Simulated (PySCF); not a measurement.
C₂H₂F, SMILES C=[C]F, multiplicity 2. Coordinates come from a B3LYP-D3(BJ)/def2-TZVP optimisation. The isomer is the one that the SMILES or the coordinates give; other isomers of the formula were not compared.

The numbers are results of PySCF with B3LYP-D3(BJ)/def2-TZVP, not measurements.

Harmonic wavenumbers (cm⁻¹): 454, 617, 832, 946, 1155, 1397, 1707, 3117, 3244. Rotational constants (GHz): 115.6, 10.25, 9.412; symmetry number 1.

Q: Work out the zero-point energy and the ideal-gas rigid-rotor harmonic-oscillator thermochemistry at 298.15 K and 1 atm.

A: ZPE = ½ Σ hcν = ½ × 13468 cm⁻¹ = 80.55 kJ/mol. H − E(el) = 91.93 kJ/mol. Entropy in J/(mol K): translation 156.23, rotation 87.42, vibration 6.60, spin 5.76, total 256.01. G − E(el) = 15.60 kJ/mol. Cp = 49.02 J/(mol K).
